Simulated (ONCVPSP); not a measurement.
Pseudopotential generation for V (Z = 23): ONCV, PBE, scalar-relativistic.

* Element: V (Z = 23)
* Generator: ONCVPSP 4.0.1
* Type: optimised norm-conserving Vanderbilt (ONCV)
* Functional: PBE
* Relativity: scalar-relativistic
* Frozen core: [Ne]
* Valence charge: 13
* Reference configuration: 3s2 3p6 3d3 4s1.5 4p0.5
* Partial waves: 3s+4s: rc 1.85 bohr, ncon 4, nbas 7, qcut 6 1/bohr, 2 projectors; 3p+4p: rc 1.65 bohr, ncon 4, nbas 7, qcut 7.3 1/bohr, 2 projectors; 3d: rc 1.50 bohr, ncon 5, nbas 9, qcut 9.6 1/bohr, 2 projectors, debl 3 Ha
* Local potential: polynomial inside 1.15 bohr (lpopt 3, dvloc0 2 Ha)
* Core correction: polynomial model core, fcfact 0.55

All-electron outer shells of the reference configuration (PBE, scalar-relativistic, ld1.x):

| shell | level (eV) | outermost node (bohr) | outermost maximum (bohr) |
| --- | --- | --- | --- |
| 2s | -603.34 | 0.09 | 0.26 |
| 2p | -503.87 | – | 0.21 |
| 3s | -70.97 | 0.38 | 0.82 |
| 3p | -44.77 | 0.35 | 0.84 |
| 3d | -5.85 | – | 0.90 |
| 4s | -5.14 | 1.17 | 2.72 |
| 4p | -1.79 | 1.30 | 3.59 |

Results:

```json
{"Cutoffs needed": "40 Ha and 47 Ha (the cutoffs (Ha) at which the residual kinetic energy of the hardest occupied pseudo-wave falls to 1 and 0.1 mHa per electron)", "Ghost test": "no bound ghost flagged; no localised positive-energy state flagged", "Largest excitation error": "+24 meV (all-electron minus pseudo) for 3s2 3p6 3d2 4s2 4p0, out of 4 test configurations", "rms error of d²Exc/dni dnj": "2.21 mHa without and 1.33 mHa with the model core"}
```

Generation and tests took about 5.9 s on one core of a shared server CPU.
